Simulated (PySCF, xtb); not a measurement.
BrGe, SMILES [Ge][Br] (connectivity only; charge and spin as stated), charge +1, multiplicity 1.

Harmonic wavenumbers (cm⁻¹) from GFN2-xTB run with xtb at its own minimum, in rising order: 361.

**Question.** What does B3LYP-D3(BJ)/def2-TZVP in PySCF give at its own minimum? (Estimate from the structure and the level; the computed values follow.)

**Answer.** 359. Paired by order, the mean absolute difference is 1 cm⁻¹ and the zero-point energies are 0.5 and 0.5 kcal/mol.
